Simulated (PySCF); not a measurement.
# Polarisability and C₆ of O⁻ (oxygen, charge -1)

[He] 2s2 2p5, 2P determinant. Calculation: PySCF 2.14, in aug-cc-pVDZ; the non-relativistic Hamiltonian (point nucleus). Coupled (time-dependent) response in atomic units; α is the mean over directions. A double-zeta set is small for polarisabilities.

```csv
method,mean α (bohr³),"α xx, yy, zz",C₆ (like pair),S(−4)
UHF,9.555,"6.455, 11.10, 11.10",37.25,72.00
wB97M-V,11.29,"7.631, 13.12, 13.12",44.46,112.7
```

S(−4) is the Cauchy moment in α(ω) = α(0) + S(−4) ω² + …

α(iu) at wB97M-V:

```tsv
u (hartree)	α(iu) (bohr³)
0	11.29
0.0500	11.02
0.100	10.31
0.200	8.507
0.300	6.990
0.500	5.103
0.750	3.769
1.00	2.893
1.50	1.804
2.00	1.201
3.00	0.6233
5.00	0.2498
```

A single London oscillator, α(iu) = α/(1 + u²/ω²), gives C₆ = (3/4) ω α². Matching the computed C₆ needs ω = 4 × 44.46 / (3 × 11.29²) = 0.465 hartree.

For an ion, C₆ is the dispersion term alone; charge-induced terms of lower order in 1/R come first.

The components differ because the open shell of this determinant is not spherical; for a pure term their mean is the scalar polarisability.
